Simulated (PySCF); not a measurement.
Cost of one run: shielding job, `FC(F)(F)[C@H]1COBO1`.

Method: GIAO PBE0/pcSseg-1 NMR shielding, non-relativistic, gas phase (PySCF 2.14.0, density-fitted response routines). Geometry: GFN2-xTB, NEB image 0 of 0 to 8. Work: shieldings, ring-centre shieldings, density fitting. The command runs a driver script over a list of jobs; the input below is this job's line of settings and its coordinates in Å.

Command:
```bash
OMP_NUM_THREADS=1 python probes_run.py task.json out
```

Input:
```
{"job": {"kind": "nmr", "xc": "PBE0", "basis": "pcSseg-1", "pop": false}, "charge": 0, "multiplicity": 1}
F      2.394500    -0.245500     0.577200
C      1.455000     0.602500     0.120400
F      1.100300     1.371900     1.152700
F      2.050600     1.388400    -0.777000
C      0.268600    -0.169800    -0.467800
C     -0.422000    -1.051300     0.606700
O     -1.712200    -0.500900     0.731300
B     -1.844400     0.531300    -0.129400
O     -0.717800     0.740000    -0.876200
H      0.640800    -0.735800    -1.330400
H      0.089400    -1.000900     1.572900
H     -0.502200    -2.095100     0.291200
H     -2.805000     1.165500    -0.246500
```

Hardware: an Arm Neoverse N1 with one thread, shared host with 64 logical CPUs at a one-minute load of 54. PySCF's memory limit was set to 1200 MB.

The basis has 173 functions.

Question: Which is nearest to the wall time?
A. 0.6 s
B. 36 s
C. 4.5 s

Answer: B. The run took 36 s. The SCF took 13 cycles.

Estimate the peak memory.

About 0.77 GiB. Peak memory is the resident size of the whole Python process, interpreter and libraries included.

The SCF part of the output:
```
coarse grid: 12256 points
cycle   1  E = -590.6829450342  dE =  1.678e+00  |g| = 1.123e+00  |ddm| = 3.179e+00
cycle   2  E = -590.4202289427  dE =  2.627e-01  |g| = 1.717e+00  |ddm| = 1.553e+00
cycle   3  E = -590.8949501154  dE = -4.747e-01  |g| = 6.116e-02  |ddm| = 9.985e-01
cycle   4  E = -590.8954074491  dE = -4.573e-04  |g| = 3.923e-02  |ddm| = 6.280e-02
cycle   5  E = -590.8956907626  dE = -2.833e-04  |g| = 1.175e-02  |ddm| = 2.967e-02
cycle   6  E = -590.8957113149  dE = -2.055e-05  |g| = 3.742e-03  |ddm| = 7.731e-03
cycle   7  E = -590.8957138203  dE = -2.505e-06  |g| = 5.460e-04  |ddm| = 2.411e-03
final grid: 123552 points
cycle   8  E = -590.9885893316  dE = -5.570e-05  |g| = 1.115e-02  |ddm| = 2.807e-02
cycle   9  E = -590.9885662653  dE =  2.307e-05  |g| = 1.632e-02  |ddm| = 1.480e-02
cycle  10  E = -590.9886112413  dE = -4.498e-05  |g| = 6.958e-04  |ddm| = 8.797e-03
cycle  11  E = -590.9886113441  dE = -1.029e-07  |g| = 2.564e-04  |ddm| = 8.169e-04
cycle  12  E = -590.9886113561  dE = -1.193e-08  |g| = 7.746e-05  |ddm| = 2.110e-04
cycle  13  E = -590.9886113570  dE = -9.147e-10  |g| = 2.415e-05  |ddm| = 5.538e-05
converged SCF energy = -590.9886113570
```

On the final grid dE counts from the start density on that grid.

Other jobs ran on the host; a repeat could differ by tens of per cent or more.
